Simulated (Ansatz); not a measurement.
Two isomers of C3H8BF: A = `CBC(C)F`, B = `CCBCF`.

Isolated molecules relaxed with PBE0-D4/def2-TZVP in Ansatz; ΔE leaves out vibrations. CCSD(T)/CBS adds triple-zeta CCSD(T) − MP2 to the extrapolated MP2 energy (def2 sets, frozen cores). Functionals use def2-TZVPP. One conformer a species, not always the lowest.

A:

Z-matrix (Å, degrees):
```
C
B 1 1.548
H 1 1.091 2 114.1
H 1 1.092 2 114.2 3 -128.9
H 1 1.103 2 104.9 3 116.0
C 2 1.566 1 123.3 3 -22.5
H 2 1.202 1 121.1 3 160.0
F 6 1.402 2 112.8 1 3.7
C 6 1.519 2 113.7 1 -120.1
H 6 1.103 2 107.3 1 120.1
H 9 1.092 6 110.3 2 -59.3
H 9 1.092 6 110.3 2 -179.3
H 9 1.093 6 111.0 2 60.8
```

B:

Z-matrix (Å, degrees):
```
C
C 1 1.522
H 1 1.093 2 111.1
H 1 1.093 2 112.0 3 -120.1
H 1 1.093 2 111.2 3 119.2
B 2 1.550 1 117.9 3 -64.0
H 2 1.105 1 110.4 3 177.2
H 2 1.097 1 111.8 3 63.9
C 6 1.557 2 122.6 1 170.0
H 6 1.203 2 122.2 1 -11.8
F 9 1.391 6 115.1 2 -1.2
H 9 1.101 6 109.7 2 -123.2
H 9 1.100 6 110.3 2 121.2
```

(1) Which is lower in electronic energy at CCSD(T)/CBS, and by how much? (Best estimate.)

(2) Give E(B) − E(A) in kJ/mol with B2PLYP, MP2/def2-TZVPP, HF/def2-TZVPP, CCSD(T)/def2-TZVPP, PBE0-D4, PBE-D4, CCSD/def2-TZVPP. (An estimate is asked.)

Largest T1 diagnostic: 0.011.

Results:

(1) Computed: A, by 19.1 kJ/mol.

(2) Computed: B2PLYP 18.2, MP2/def2-TZVPP 19.0, HF/def2-TZVPP 16.8, CCSD(T)/def2-TZVPP 18.7, PBE0-D4 17.7, PBE-D4 17.8, CCSD/def2-TZVPP 18.1. None reverses the order clearly.
